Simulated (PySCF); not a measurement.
## `C[PH+]1CCSCC1`: 4 charge schemes on one density

C5H12PS (charge +1).
Z-matrix (Å and degrees, GFN2-xTB geometry), rows numbered from 1:
```
C 
P   1  1.7996
C   2  1.8150  1  111.84
C   3  1.5282  2  110.58  1  -173.34
S   4  1.8243  3  111.45  2    63.59
C   5  1.8244  4   98.41  3   -69.94
C   6  1.5282  5  111.48  4    69.88
H   1  1.0903  2  110.05  3   -57.92
H   1  1.0914  2  109.21  3    61.84
H   1  1.0903  2  110.05  3  -178.39
H   2  1.3818  1  109.08  3   118.17
H   3  1.0957  2  108.17  1   -52.91
H   3  1.0955  2  108.78  1    64.56
H   4  1.0913  3  111.98  2   -58.50
H   4  1.0891  3  110.19  2  -179.57
H   6  1.0891  5  105.53  4  -170.51
H   6  1.0913  5  108.75  4   -54.07
H   7  1.0955  2  108.77  1   -64.58
H   7  1.0957  2  108.16  1    52.87
```

Density: PBE0/pcSseg-1 (PySCF); schemes: Mulliken, IAO, Hirshfeld and ESP-fitted. One conformer (not necessarily the lowest) at the GFN2-xTB geometry, without solvent, vibrations or thermal averaging.

Problem. What partial charge does each atom carry?

Solution. In e:

| atom | environment | Mulliken | IAO | Hirshfeld | ESP-fitted |
| --- | --- | --- | --- | --- | --- |
| C1 | sp3 carbon bound to phosphorus | -0.456 | -0.640 | -0.115 | -0.798 |
| P2 | phosphonium phosphorus | +0.507 | +1.066 | +0.477 | +0.581 |
| C3 | sp3 carbon bound to phosphorus | -0.404 | -0.468 | -0.086 | -0.148 |
| C4 | sp3 carbon bound to sulfur | -0.344 | -0.350 | -0.059 | -0.379 |
| S5 | sulfide sulfur | +0.078 | +0.118 | +0.053 | -0.079 |
| C6 | sp3 carbon bound to sulfur | -0.344 | -0.350 | -0.059 | -0.315 |
| C7 | sp3 carbon bound to phosphorus | -0.404 | -0.468 | -0.086 | -0.171 |
| H8 | methyl hydrogen | +0.205 | +0.203 | +0.088 | +0.277 |
| H9 | methyl hydrogen | +0.202 | +0.200 | +0.087 | +0.272 |
| H10 | methyl hydrogen | +0.205 | +0.203 | +0.088 | +0.277 |
| H11 | P–H hydrogen | +0.152 | +0.019 | +0.053 | +0.101 |
| H12 | methylene hydrogen | +0.207 | +0.190 | +0.071 | +0.148 |
| H13 | methylene hydrogen | +0.206 | +0.187 | +0.078 | +0.129 |
| H14 | methylene hydrogen | +0.177 | +0.159 | +0.054 | +0.168 |
| H15 | methylene hydrogen | +0.211 | +0.198 | +0.077 | +0.260 |
| H16 | methylene hydrogen | +0.211 | +0.198 | +0.077 | +0.241 |
| H17 | methylene hydrogen | +0.177 | +0.159 | +0.054 | +0.153 |
| H18 | methylene hydrogen | +0.206 | +0.187 | +0.078 | +0.130 |
| H19 | methylene hydrogen | +0.207 | +0.190 | +0.071 | +0.152 |

Mean size of the charges over all atoms: IAO 0.292 e, Mulliken 0.258 e, ESP-fitted 0.251 e, Hirshfeld 0.095 e. Each set sums to the total charge, 1, to within 0.001 e. The Hirshfeld scheme divides the density at each point in proportion to the densities of the neutral, spherically averaged free atoms.

Lowest charge. All schemes agree: Mulliken C1 (-0.456); IAO C1 (-0.640); Hirshfeld C1 (-0.115); ESP-fitted C1 (-0.798).

Highest charge. All schemes agree: Mulliken P2 (+0.507); IAO P2 (+1.066); Hirshfeld P2 (+0.477); ESP-fitted P2 (+0.581).

Problem. How many electrons does the Hirshfeld scheme count on C3?

Solution. Z − q = 6 − (-0.086) = 6.086.

Problem. How closely do the schemes follow one another over all atoms?

Solution. Correlation coefficient and root-mean-square difference: IAO with Hirshfeld 0.96, 0.255 e; Mulliken with IAO 0.94, 0.141 e; Mulliken with ESP-fitted 0.91, 0.128 e; IAO with ESP-fitted 0.89, 0.167 e; Mulliken with Hirshfeld 0.83, 0.188 e; Hirshfeld with ESP-fitted 0.80, 0.215 e.
